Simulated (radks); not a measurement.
All-electron atom: Re+ in [Xe] 4f14 5d5 6s1 (the NIST ground configuration). Method: Dirac Kohn-Sham, LDA (Slater exchange, VWN5 correlation), spin-unpolarised, spherical densities, finite nucleus; open shells fill j = l - 1/2 first; Fermi nuclear charge, rms radius 5.3698 fm; computed with a radial shooting solver on a logarithmic mesh with Libxc functionals.

Normalised radial functions P(r) = r R(r) (large component), r in bohr:

```
   r/bohr * 5p1/2, o 4f7/2, + 5d3/2 (the largest magnitude, 1.26, reaches the edge; | marks zero, & curves that meet)
 0.003537                             &*
  0.00558                             &*
 0.008734                             & *
  0.01378                             &  *
  0.02174                             &    *
   0.0343                             o+    *
  0.05369                             |o +*
  0.08471                          *  |  o +
   0.1336                     *       |    +  o
   0.2092                            *+                o
     0.33                      +      |           *              o
   0.5207                         +   |*                         o
   0.8215        *                    |        +       o
    1.286         *                   |      o         +
    2.029                      *      | o           +
    3.201                            *o      +
     5.01                             & +
    7.904                             &
```

5p1/2: eigenvalue -62.678 eV, 3 radial nodes at r = 0.0722, 0.214, 0.532 bohr, <r> = 1.14 bohr, 90 % of the charge inside 1.66 bohr. 4f7/2: eigenvalue -48.715 eV, 0 radial nodes, <r> = 0.585 bohr, 90 % of the charge inside 0.963 bohr. 5d3/2: eigenvalue -13.531 eV, 2 radial nodes at r = 0.205, 0.609 bohr, <r> = 1.82 bohr, 90 % of the charge inside 2.87 bohr.
